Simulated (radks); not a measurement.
Results of a calculation; reference values are marked as such.
The boron ion B+ inside a hard spherical wall (all orbitals vanish at R), configuration held at [He] 2s2 and not refilled when levels cross. Level of theory: non-relativistic Kohn-Sham, LDA (Slater exchange, Perdew-Wang correlation), spin-polarised, spherical densities, point nucleus (a radial shooting solver on a logarithmic mesh with Libxc functionals). Eigenvalues in eV for spin up, with the zero of energy where the potential of the charges vanishes at infinity; a dash marks a level that is unbound or too diffuse for the functional's potential to be trusted. A positive occupied level is held by the wall or, in an anion where self-interaction has pushed it up, behind a barrier. The pressure on the wall is -dE/dV.

| R (bohr) | E (hartree) | kinetic (hartree) | e(1s) | e(2s) | e(2p, empty) | e(3s, empty) | pressure (GPa) |
|---|---|---|---|---|---|---|---|
| free | -24.03731 | 23.877 | -191.68 | -19.405 | -13.458 | -4.242 | 0 |
| 20 | -24.03731 | 23.877 | -191.68 | -19.405 | -13.458 | -4.242 | < 0.0001 |
| 12 | -24.03731 | 23.877 | -191.68 | -19.405 | -13.458 | -4.203 | < 0.0001 |
| 10 | -24.03731 | 23.877 | -191.68 | -19.405 | -13.458 | -4.064 | < 0.0001 |
| 4 | -23.99591 | 24.142 | -190.07 | -18.124 | -11.900 | 13.943 | 11.3 |
| 3 | -23.77691 | 25.039 | -185.80 | -13.450 | -7.158 | 43.918 | 124 |
| 2.5 | -23.38051 | 26.295 | -181.03 | -6.264 | -0.752 | 79.578 | 463 |
| 2 | -22.30345 | 29.134 | -172.55 | 11.541 | 13.278 | 153.14 | 2050 |
| 1.5 | -18.94013 | 36.547 | -156.25 | 63.540 | 48.637 | 330.31 | 12300 |
